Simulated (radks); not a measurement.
All-electron atom: W II in [Xe] 4f14 5d4 6s1. Method: scalar-relativistic Kohn-Sham, BLYP, spin-unpolarised, spherical densities, point nucleus; computed with a radial shooting solver on a logarithmic mesh with Libxc functionals.

X-ray form factor f0, the Fourier transform of the density (f0(0) = 73):

| sin(theta)/lambda (1/angstrom) | f0 (electrons) |
|---|---|
| 0.05 | 72.038 |
| 0.1 | 69.511 |
| 0.15 | 66.152 |
| 0.2 | 62.535 |
| 0.25 | 58.942 |
| 0.3 | 55.483 |
| 0.4 | 49.125 |
| 0.5 | 43.612 |
| 0.6 | 38.891 |
| 0.8 | 31.295 |
| 1 | 25.573 |
| 1.25 | 20.590 |
| 1.5 | 17.451 |
| 2 | 13.808 |
